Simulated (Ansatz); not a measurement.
The lowest singlet and triplet of C2H4 (SMILES C=C); geometries from B3LYP-D3(BJ)/def2-TZVP, each state relaxed from the structure named, with no frequency check.
Singlet (charge 0, multiplicity 1):
| atom | x (Å) | y (Å) | z (Å) |
|---|---|---|---|
| C | -0.6620 | -0.0050 | -0.0185 |
| C | 0.6620 | 0.0050 | 0.0185 |
| H | -1.2392 | 0.9118 | -0.0078 |
| H | -1.2238 | -0.9303 | -0.0610 |
| H | 1.2392 | -0.9118 | 0.0078 |
| H | 1.2238 | 0.9303 | 0.0610 |
Triplet (charge 0, multiplicity 3):
```json
[
 {"atom": "C", "x (Å)": "-0.7210", "y (Å)": "-0.0054", "z (Å)": "-0.0201"},
 {"atom": "C", "x (Å)": "0.7210", "y (Å)": "0.0054", "z (Å)": "0.0201"},
 {"atom": "H", "x (Å)": "-1.2805", "y (Å)": "0.6617", "z (Å)": "-0.6696"},
 {"atom": "H", "x (Å)": "-1.3057", "y (Å)": "-0.6813", "z (Å)": "0.5974"},
 {"atom": "H", "x (Å)": "1.3166", "y (Å)": "-0.6238", "z (Å)": "-0.6350"},
 {"atom": "H", "x (Å)": "1.2696", "y (Å)": "0.6434", "z (Å)": "0.7072"}
]
```

A positive gap puts the triplet lower; no zero-point energy. U- takes an unrestricted singlet (broken symmetry where lower, unprojected). The triplet is unrestricted in single-reference levels. Active spaces average the two states.

Correlated levels freeze the cores.

The values were computed with Ansatz (Gaussian basis) for Hartree–Fock, density functionals and correlated methods. Each number belongs to the level named beside it.

**Question.** Estimate the gap E(singlet) − E(triplet), adiabatic that FIC-MRCISD+Q on SA-CASSCF(2,2)/cc-pVTZ returns for this input.

**Answer.** -67.0 kcal/mol

**Question.** Estimate the gap E(singlet) − E(triplet), adiabatic that U-CCSD/cc-pVTZ returns for this input.

**Answer.** -65.1 kcal/mol

**Question.** Estimate the gap E(singlet) − E(triplet), adiabatic that SA-CASSCF(2,2)/cc-pVTZ returns for this input.

**Answer.** -62.6 kcal/mol

Ansatz is a quantum-chemistry and plane-wave program.
